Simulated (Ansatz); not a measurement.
Reaction (isomerisation): `C[NH][GeH2][Cl]` → `[NH2][GeH2][CH2]Cl`

Calculated with Ansatz (gas phase, PBE0-D4/def2-TZVP geometries, no zero-point term in ΔE). CCSD(T)/CBS adds triple-zeta CCSD(T) − MP2 to the extrapolated MP2 energy (def2 sets, frozen cores). For Ge outer-core shells are correlated without core-valence functions, which leaves a few kJ/mol of doubt a bond. Scalar relativity is left out up to krypton. One conformer a species, not always the lowest.

| species | CCSD/def2-TZVPP energy (Eh) |
| --- | --- |
| `C[NH][GeH2][Cl]` | -2631.65718 |
| `[NH2][GeH2][CH2]Cl` | -2631.62200 |

(1) Work out ΔE.

Largest T1 diagnostic among the species: 0.010.

Results:

(1) ΔE = (-2631.62200) − (-2631.65718) = 0.03518 Eh = +92.4 kJ/mol. CCSD(T)/CBS gives +88.5 kJ/mol.

From PBE to PBE0 (25 % exact exchange), in def2-TZVPP and without D4, ΔE moves by +3.1 kJ/mol. In def2-TZVPP, CCSD(T) changes the Hartree–Fock value by −18.3 kJ/mol (the triples alone add −2.1 kJ/mol) and MP2 by −17.5 kJ/mol.
